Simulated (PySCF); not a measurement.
# Exercise with solution: oscillator strength and radiative lifetime

GaF₂Cl, SMILES [F][Ga]([F])[Cl].

Coordinates come from a ωB97X-D3(BJ)/def2-SVP optimisation.

TDA-CAM-B3LYP/def2-SVPD (PySCF) puts the first singlet state with f over 0.02 at 6.41 eV (vertical), with the transition dipole (0.000, -0.363, 0.000) in atomic units.

Question: Find the oscillator strength, the wavelength and the radiative lifetime that this transition would have in vacuum if emission retraced absorption.

Answer: 
|μ|² = 0.1318 au, so |μ| = 0.92 D. ΔE = 6.41/27.211 = 0.2356 hartree. f = (2/3) ΔE |μ|² = 0.021 (the program prints 0.021).
λ = 1239.84/6.41 = 193 nm; ν = 51700 cm⁻¹.
Einstein's coefficient A = 0.6670 ν² f s⁻¹ (ν in cm⁻¹) = 3.7e7 s⁻¹, so τ = 1/A = 27 ns. This state is S1. The figure is the radiative limit of this one transition; relaxation, internal conversion, crossing to triplets and a medium change what is measured.
